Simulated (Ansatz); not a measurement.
Geometry optimisation of `CCCBO`.

```yaml
crystal:
  periodic: [false, false, false]
  atoms:
    - {symbol: C, position_ang: [-1.475436, 1.062475, 0.785628]}
    - {symbol: C, position_ang: [-0.366100, 0.566490, -0.144559]}
    - {symbol: C, position_ang: [0.338505, -0.706449, 0.344328]}
    - {symbol: B, position_ang: [1.494561, -1.287069, -0.563302]}
    - {symbol: O, position_ang: [1.880183, -0.713586, -1.737301]}
    - {symbol: H, position_ang: [-2.264895, 0.292164, 0.910941]}
    - {symbol: H, position_ang: [-1.961536, 1.982069, 0.400630]}
    - {symbol: H, position_ang: [-1.076488, 1.290878, 1.796066]}
    - {symbol: H, position_ang: [0.383827, 1.380750, -0.276714]}
    - {symbol: H, position_ang: [-0.798166, 0.388508, -1.156784]}
    - {symbol: H, position_ang: [0.764805, -0.550067, 1.363920]}
    - {symbol: H, position_ang: [-0.401803, -1.527014, 0.500798]}
    - {symbol: H, position_ang: [2.111600, -2.295590, -0.256107]}
    - {symbol: H, position_ang: [1.357942, 0.087340, -1.938744]}
basis:
  gaussian: {orbitals: def2-TZVP}
hamiltonian: {xc: pbe0, dispersion: d4}
relax: {f_tol: 0.005, max_steps: 150}
```

```sh
$ ansatz run in.yaml --threads 4 --pin off --events-out ev --progress --plain --max-ram 10444MiB
```

It prints (some lines left out):

```
Functional definition: PBE0
mean field -5977.72751060 eV, -219.6774341653 hartree, gradient 2.4e-5 eV, S^2 0.000000; 0 other end points of the search recorded, 0 dependent functions left out
relax step   1: F+E_penalty+E_count = -5977.91947774 eV  Δ(F+E_penalty+E_count) = +0.000e0 eV  max|allowed force component| = 5.614e-1 eV/Å  Δτ_max = 0.0000 Å  (28 SCF iters, accepted)
mean field -5977.77253258 eV, -219.6790886927 hartree, gradient 7.8e-6 eV, S^2 0.000000; 0 other end points of the search recorded, 0 dependent functions left out
relax step   2: F+E_penalty+E_count = -5977.96541398 eV  Δ(F+E_penalty+E_count) = -4.594e-2 eV  max|allowed force component| = 1.880e-1 eV/Å  Δτ_max = 0.0305 Å  (32 SCF iters, accepted)
mean field -5977.77658110 eV, -219.6792374728 hartree, gradient 7.7e-6 eV, S^2 0.000000; 0 other end points of the search recorded, 0 dependent functions left out
relax step   3: F+E_penalty+E_count = -5977.96960946 eV  Δ(F+E_penalty+E_count) = -4.195e-3 eV  max|allowed force component| = 3.339e-2 eV/Å  Δτ_max = 0.0081 Å  (32 SCF iters, accepted)
mean field -5977.77664891 eV, -219.6792399649 hartree, gradient 7.7e-6 eV, S^2 0.000000; 0 other end points of the search recorded, 0 dependent functions left out
relax step   4: F+E_penalty+E_count = -5977.96974150 eV  Δ(F+E_penalty+E_count) = -1.320e-4 eV  max|allowed force component| = 2.256e-2 eV/Å  Δτ_max = 0.0032 Å  (32 SCF iters, accepted)
mean field -5977.77672413 eV, -219.6792427292 hartree, gradient 7.7e-6 eV, S^2 0.000000; 0 other end points of the search recorded, 0 dependent functions left out
relax step   5: F+E_penalty+E_count = -5977.96979179 eV  Δ(F+E_penalty+E_count) = -5.030e-5 eV  max|allowed force component| = 1.466e-2 eV/Å  Δτ_max = 0.0035 Å  (32 SCF iters, accepted)
mean field -5977.77678649 eV, -219.6792450207 hartree, gradient 7.6e-6 eV, S^2 0.000000; 0 other end points of the search recorded, 0 dependent functions left out
relax step   6: F+E_penalty+E_count = -5977.96981991 eV  Δ(F+E_penalty+E_count) = -2.812e-5 eV  max|allowed force component| = 7.325e-3 eV/Å  Δτ_max = 0.0039 Å  (32 SCF iters, accepted)
mean field -5977.77678945 eV, -219.6792451298 hartree, gradient 7.6e-6 eV, S^2 0.000000; 0 other end points of the search recorded, 0 dependent functions left out
relax step   7: F+E_penalty+E_count = -5977.96981997 eV  Δ(F+E_penalty+E_count) = -5.792e-8 eV  max|allowed force component| = 2.631e-3 eV/Å  Δτ_max = 0.0007 Å  (32 SCF iters, accepted)
mean field -5977.77678945 eV, -219.6792451298 hartree, gradient 7.6e-6 eV, S^2 0.000000; 1 other end points of the search recorded, 0 dependent functions left out
Total energy: -5977.96985486 eV, -219.6863401526 hartree
Atom 0 at    -1.462221     1.049929     0.783578 Å, force     0.000048    -0.000490     0.000512 eV/Å
Atom 1 at    -0.364180     0.564061    -0.147722 Å, force    -0.001124     0.002363    -0.000930 eV/Å
Atom 2 at     0.332105    -0.699361     0.341907 Å, force    -0.000617     0.002078    -0.001605 eV/Å
Atom 3 at     1.481813    -1.277314    -0.556131 Å, force     0.001255    -0.000188    -0.001541 eV/Å
Atom 4 at     1.868605    -0.708441    -1.722635 Å, force    -0.000350     0.000153     0.000248 eV/Å
Atom 5 at    -2.235518     0.286553     0.905317 Å, force    -0.000132    -0.000002    -0.000430 eV/Å
Atom 6 at    -1.942660     1.956103     0.406998 Å, force     0.000079    -0.000166     0.000092 eV/Å
Atom 7 at    -1.060978     1.271241     1.776338 Å, force     0.000155     0.000416    -0.000033 eV/Å
Atom 8 at     0.373831     1.366740    -0.274514 Å, force     0.000893    -0.000237     0.000458 eV/Å
Atom 9 at    -0.795263     0.386442    -1.141533 Å, force    -0.000340    -0.000960    -0.000147 eV/Å
Atom 10 at     0.747722    -0.536748     1.347099 Å, force    -0.001525    -0.002631     0.000051 eV/Å
Atom 11 at    -0.404097    -1.502217     0.493683 Å, force     0.001821     0.000030     0.002452 eV/Å
Atom 12 at     2.082812    -2.269020    -0.244795 Å, force    -0.000224    -0.000202     0.000591 eV/Å
Atom 13 at     1.365029     0.082930    -1.938790 Å, force     0.000062    -0.000162     0.000282 eV/Å
Dipole moment:    -0.290760     0.282039     0.073278 e Å
```

It took 24 s on 4 threads of an Arm Neoverse V1 on a shared host, with 0.5 GiB of host memory at the peak.
